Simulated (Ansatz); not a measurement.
Ansatz (an electronic-structure program) job for CH₅FO₂Si₂, SMILES [SiH2]1CO[Si@@H](O1)F, B3LYP-D3(BJ)/def2-SVP. 

Ansatz 0.2 input:
```yaml
crystal:
  periodic: [false, false, false]
  atoms:
    - {symbol: F, position_ang: [2.24406991, -0.33438958, -0.37751136]}
    - {symbol: Si, position_ang: [0.96090720, -0.16466321, 0.55578799]}
    - {symbol: O, position_ang: [0.31772052, 1.29922265, 0.34148385]}
    - {symbol: C, position_ang: [-1.03853702, 1.37494603, -0.08595388]}
    - {symbol: Si, position_ang: [-1.59972368, -0.42731054, -0.48428331]}
    - {symbol: O, position_ang: [-0.21879471, -1.14814793, -0.00020589]}
    - {symbol: H, position_ang: [1.29029234, -0.50227188, 1.91321175]}
    - {symbol: H, position_ang: [-1.61388406, 1.84050799, 0.71922260]}
    - {symbol: H, position_ang: [-1.07023419, 2.05144278, -0.94319589]}
    - {symbol: H, position_ang: [-2.65842832, -0.88560747, 0.40367136]}
    - {symbol: H, position_ang: [-1.76112885, -0.66520649, -1.91087342]}
basis:
  gaussian:
    orbitals: def2-SVP
hamiltonian:
  xc: b3lyp
  dispersion: d3bj
relax: {f_tol: 0.002, max_steps: 200}
```

It prints:

```
WARN ansatz: RAYON_NUM_THREADS=2 ignored (pool sized by the plan → 2); use --threads N
Functional definition: B3LYP
integrals: 0.08 GiB planned
1188 factors; integrals over basis functions are off by at most 5.9e-4 eV
mean field: 0.59 GiB planned
mean field evaluation 1: about -23669.9892 eV, gradient 7.1e1 eV
mean field evaluation 2: about -23656.6537 eV, gradient 1.1e2 eV
mean field evaluation 4: about -23678.8582 eV, gradient 5.1e0 eV
mean field evaluation 8: about -23678.9138 eV, gradient 4.4e-2 eV
mean field -23678.91377740 eV, -870.1840311751 hartree, gradient 2.3e-5 eV, S^2 0.000000; 0 other end points of the search recorded, 0 dependent functions left out
the calculation of the forces begins
reference -23678.91403729 eV, -870.1840407260 hartree; 32, 32 occupied and 85, 85 virtual orbitals, 1188 factors
relax step   1: F+E_penalty+E_count = -23679.40328267 eV  Δ(F+E_penalty+E_count) = +0.000e0 eV  max|allowed force component| = 1.418e0 eV/Å  Δτ_max = 0.0000 Å  (24 SCF iters, accepted)
these checks for a lower state are left out or cut short: starts, cluster_reference, orbital_swaps, neighbouring_geometries, increment
integrals: 0.08 GiB planned
1188 factors; integrals over basis functions are off by at most 6.3e-4 eV
mean field: 0.59 GiB planned
mean field evaluation 16: about -23679.0637 eV, gradient 3.8e0 eV
mean field -23679.10073132 eV, -870.1909016050 hartree, gradient 5.0e-5 eV, S^2 0.000000; 0 other end points of the search recorded, 0 dependent functions left out
the calculation of the forces begins
reference -23679.10099330 eV, -870.1909112328 hartree; 32, 32 occupied and 85, 85 virtual orbitals, 1188 factors
relax step   2: F+E_penalty+E_count = -23679.58391351 eV  Δ(F+E_penalty+E_count) = -1.806e-1 eV  max|allowed force component| = 7.830e-1 eV/Å  Δτ_max = 0.1025 Å  (26 SCF iters, accepted)
these checks for a lower state are left out or cut short: starts, cluster_reference, orbital_swaps, neighbouring_geometries, increment
integrals: 0.08 GiB planned
1188 factors; integrals over basis functions are off by at most 6.5e-4 eV
mean field: 0.59 GiB planned
mean field -23679.14379440 eV, -870.1924841439 hartree, gradient 5.0e-5 eV, S^2 0.000000; 0 other end points of the search recorded, 0 dependent functions left out
the calculation of the forces begins
reference -23679.14405649 eV, -870.1924937758 hartree; 32, 32 occupied and 85, 85 virtual orbitals, 1188 factors
relax step   3: F+E_penalty+E_count = -23679.62368115 eV  Δ(F+E_penalty+E_count) = -3.977e-2 eV  max|allowed force component| = 1.855e-1 eV/Å  Δτ_max = 0.0632 Å  (26 SCF iters, accepted)
these checks for a lower state are left out or cut short: starts, cluster_reference, orbital_swaps, neighbouring_geometries, increment
integrals: 0.08 GiB planned
1188 factors; integrals over basis functions are off by at most 6.5e-4 eV
mean field: 0.59 GiB planned
mean field -23679.14848620 eV, -870.1926565646 hartree, gradient 5.0e-5 eV, S^2 0.000000; 0 other end points of the search recorded, 0 dependent functions left out
the calculation of the forces begins
reference -23679.14874824 eV, -870.1926661943 hartree; 32, 32 occupied and 85, 85 virtual orbitals, 1188 factors
relax step   4: F+E_penalty+E_count = -23679.62819323 eV  Δ(F+E_penalty+E_count) = -4.512e-3 eV  max|allowed force component| = 7.185e-2 eV/Å  Δτ_max = 0.0251 Å  (26 SCF iters, accepted)
these checks for a lower state are left out or cut short: starts, cluster_reference, orbital_swaps, neighbouring_geometries, increment
integrals: 0.08 GiB planned
1188 factors; integrals over basis functions are off by at most 6.5e-4 eV
mean field: 0.59 GiB planned
mean field evaluation 32: about -23679.1457 eV, gradient 9.6e-2 eV
mean field -23679.15366132 eV, -870.1928467468 hartree, gradient 8.5e-5 eV, S^2 0.000000; 0 other end points of the search recorded, 0 dependent functions left out
the calculation of the forces begins
reference -23679.15392423 eV, -870.1928564084 hartree; 32, 32 occupied and 85, 85 virtual orbitals, 1188 factors
relax step   5: F+E_penalty+E_count = -23679.63411091 eV  Δ(F+E_penalty+E_count) = -5.918e-3 eV  max|allowed force component| = 1.203e-1 eV/Å  Δτ_max = 0.0859 Å  (24 SCF iters, accepted)
these checks for a lower state are left out or cut short: starts, cluster_reference, orbital_swaps, neighbouring_geometries, increment
integrals: 0.08 GiB planned
1188 factors; integrals over basis functions are off by at most 6.5e-4 eV
mean field: 0.59 GiB planned
mean field -23679.15105142 eV, -870.1927508346 hartree, gradient 5.7e-5 eV, S^2 0.000000; 0 other end points of the search recorded, 0 dependent functions left out
the calculation of the forces begins
reference -23679.15131435 eV, -870.1927604973 hartree; 32, 32 occupied and 85, 85 virtual orbitals, 1188 factors
relax step   6: F+E_penalty+E_count = -23679.63155576 eV  Δ(F+E_penalty+E_count) = +2.555e-3 eV  max|allowed force component| = 1.304e-1 eV/Å  Δτ_max = 0.0230 Å  (26 SCF iters, rejected (line search))
these checks for a lower state are left out or cut short: starts, cluster_reference, orbital_swaps, neighbouring_geometries, increment
integrals: 0.08 GiB planned
1188 factors; integrals over basis functions are off by at most 6.5e-4 eV
mean field: 0.59 GiB planned
mean field -23679.15434799 eV, -870.1928719815 hartree, gradient 5.6e-5 eV, S^2 0.000000; 0 other end points of the search recorded, 0 dependent functions left out
the calculation of the forces begins
reference -23679.15461095 eV, -870.1928816451 hartree; 32, 32 occupied and 85, 85 virtual orbitals, 1188 factors
relax step   7: F+E_penalty+E_count = -23679.63497883 eV  Δ(F+E_penalty+E_count) = -8.679e-4 eV  max|allowed force component| = 2.921e-2 eV/Å  Δτ_max = 0.0113 Å  (25 SCF iters, accepted)
these checks for a lower state are left out or cut short: starts, cluster_reference, orbital_swaps, neighbouring_geometries, increment
integrals: 0.08 GiB planned
1188 factors; integrals over basis functions are off by at most 6.5e-4 eV
mean field: 0.59 GiB planned
mean field -23679.15543755 eV, -870.1929120218 hartree, gradient 4.8e-5 eV, S^2 0.000000; 0 other end points of the search recorded, 0 dependent functions left out
the calculation of the forces begins
reference -23679.15570059 eV, -870.1929216883 hartree; 32, 32 occupied and 85, 85 virtual orbitals, 1188 factors
relax step   8: F+E_penalty+E_count = -23679.63635662 eV  Δ(F+E_penalty+E_count) = -1.378e-3 eV  max|allowed force component| = 2.344e-2 eV/Å  Δτ_max = 0.0419 Å  (25 SCF iters, accepted)
these checks for a lower state are left out or cut short: starts, cluster_reference, orbital_swaps, neighbouring_geometries, increment
integrals: 0.08 GiB planned
1188 factors; integrals over basis functions are off by at most 6.5e-4 eV
mean field: 0.59 GiB planned
mean field -23679.15560295 eV, -870.1929181002 hartree, gradient 5.1e-5 eV, S^2 0.000000; 0 other end points of the search recorded, 0 dependent functions left out
the calculation of the forces begins
reference -23679.15586543 eV, -870.1929277462 hartree; 32, 32 occupied and 85, 85 virtual orbitals, 1188 factors
relax step   9: F+E_penalty+E_count = -23679.63694627 eV  Δ(F+E_penalty+E_count) = -5.896e-4 eV  max|allowed force component| = 4.500e-2 eV/Å  Δτ_max = 0.0572 Å  (25 SCF iters, accepted)
these checks for a lower state are left out or cut short: starts, cluster_reference, orbital_swaps, neighbouring_geometries, increment
integrals: 0.08 GiB planned
1188 factors; integrals over basis functions are off by at most 6.6e-4 eV
mean field: 0.59 GiB planned
mean field -23679.15304202 eV, -870.1928239877 hartree, gradient 5.5e-5 eV, S^2 0.000000; 0 other end points of the search recorded, 0 dependent functions left out
the calculation of the forces begins
reference -23679.15330439 eV, -870.1928336297 hartree; 32, 32 occupied and 85, 85 virtual orbitals, 1188 factors
relax step  10: F+E_penalty+E_count = -23679.63463318 eV  Δ(F+E_penalty+E_count) = +2.313e-3 eV  max|allowed force component| = 1.311e-1 eV/Å  Δτ_max = 0.0243 Å  (25 SCF iters, rejected (line search))
these checks for a lower state are left out or cut short: starts, cluster_reference, orbital_swaps, neighbouring_geometries, increment
integrals: 0.08 GiB planned
1188 factors; integrals over basis functions are off by at most 6.5e-4 eV
mean field: 0.59 GiB planned
mean field evaluation 64: about -23679.1558 eV, gradient 8.4e-4 eV
mean field -23679.15576587 eV, -870.1929240876 hartree, gradient 7.6e-6 eV, S^2 0.000000; 0 other end points of the search recorded, 0 dependent functions left out
the calculation of the forces begins
reference -23679.15602833 eV, -870.1929337325 hartree; 32, 32 occupied and 85, 85 virtual orbitals, 1188 factors
relax step  11: F+E_penalty+E_count = -23679.63716894 eV  Δ(F+E_penalty+E_count) = -2.227e-4 eV  max|allowed force component| = 6.502e-3 eV/Å  Δτ_max = 0.0083 Å  (24 SCF iters, accepted)
these checks for a lower state are left out or cut short: starts, cluster_reference, orbital_swaps, neighbouring_geometries, increment
integrals: 0.08 GiB planned
1188 factors; integrals over basis functions are off by at most 6.5e-4 eV
mean field: 0.59 GiB planned
mean field -23679.15579223 eV, -870.1929250562 hartree, gradient 1.7e-5 eV, S^2 0.000000; 0 other end points of the search recorded, 0 dependent functions left out
the calculation of the forces begins
reference -23679.15605466 eV, -870.1929347003 hartree; 32, 32 occupied and 85, 85 virtual orbitals, 1188 factors
relax step  12: F+E_penalty+E_count = -23679.63717948 eV  Δ(F+E_penalty+E_count) = -1.054e-5 eV  max|allowed force component| = 6.029e-3 eV/Å  Δτ_max = 0.0035 Å  (22 SCF iters, accepted)
these checks for a lower state are left out or cut short: starts, cluster_reference, orbital_swaps, neighbouring_geometries, increment
integrals: 0.08 GiB planned
1188 factors; integrals over basis functions are off by at most 6.5e-4 eV
mean field: 0.59 GiB planned
mean field -23679.15579489 eV, -870.1929251541 hartree, gradient 5.9e-5 eV, S^2 0.000000; 0 other end points of the search recorded, 0 dependent functions left out
the calculation of the forces begins
reference -23679.15605731 eV, -870.1929347976 hartree; 32, 32 occupied and 85, 85 virtual orbitals, 1188 factors
relax step  13: F+E_penalty+E_count = -23679.63717823 eV  Δ(F+E_penalty+E_count) = +1.253e-6 eV  max|allowed force component| = 7.615e-3 eV/Å  Δτ_max = 0.0020 Å  (20 SCF iters, rejected (line search))
these checks for a lower state are left out or cut short: starts, cluster_reference, orbital_swaps, neighbouring_geometries, increment
integrals: 0.08 GiB planned
1188 factors; integrals over basis functions are off by at most 6.5e-4 eV
mean field: 0.59 GiB planned
mean field -23679.15578981 eV, -870.1929249671 hartree, gradient 1.6e-5 eV, S^2 0.000000; 0 other end points of the search recorded, 0 dependent functions left out
the calculation of the forces begins
reference -23679.15605223 eV, -870.1929346109 hartree; 32, 32 occupied and 85, 85 virtual orbitals, 1188 factors
relax step  14: F+E_penalty+E_count = -23679.63718182 eV  Δ(F+E_penalty+E_count) = -2.332e-6 eV  max|allowed force component| = 3.959e-4 eV/Å  Δτ_max = 0.0005 Å  (19 SCF iters, accepted)
integrals: 0.08 GiB planned
1188 factors; integrals over basis functions are off by at most 6.5e-4 eV
mean field: 0.59 GiB planned
mean field evaluation 96: about -23679.1558 eV, gradient 1.7e-5 eV
mean field -23679.15578981 eV, -870.1929249671 hartree, gradient 1.6e-5 eV, S^2 0.000000; 1 other end points of the search recorded, 0 dependent functions left out
the calculation of the forces begins
reference -23679.15605223 eV, -870.1929346109 hartree; 32, 32 occupied and 85, 85 virtual orbitals, 1188 factors
Total energy: -23679.63744424 eV, -870.2106254410 hartree
Atom 0 at     2.230634    -0.199152    -0.445350 Å, force    -0.000033     0.000052    -0.000063 eV/Å
Atom 1 at     0.990172    -0.197512     0.591427 Å, force    -0.000301    -0.000083    -0.000138 eV/Å
Atom 2 at     0.231571     1.277101     0.598068 Å, force     0.000009     0.000224     0.000008 eV/Å
Atom 3 at    -1.030366     1.381280    -0.084185 Å, force     0.000017    -0.000066     0.000396 eV/Å
Atom 4 at    -1.606608    -0.421380    -0.466647 Å, force    -0.000036     0.000096     0.000008 eV/Å
Atom 5 at    -0.200636    -1.210197     0.032460 Å, force     0.000066    -0.000146    -0.000176 eV/Å
Atom 6 at     1.525356    -0.564679     1.908083 Å, force    -0.000012     0.000059     0.000154 eV/Å
Atom 7 at    -1.736333     1.928812     0.561875 Å, force     0.000112    -0.000038    -0.000127 eV/Å
Atom 8 at    -0.904612     1.977199    -1.005254 Å, force     0.000145     0.000074    -0.000131 eV/Å
Atom 9 at    -2.769145    -0.865504     0.348333 Å, force     0.000048    -0.000083    -0.000015 eV/Å
Atom 10 at    -1.877775    -0.667446    -1.907455 Å, force    -0.000015    -0.000088     0.000083 eV/Å
Dipole moment:    -0.462062     0.118931     0.034040 e Å
```

Self-consistency was reached.

Cost: around 80 core-seconds (rough).
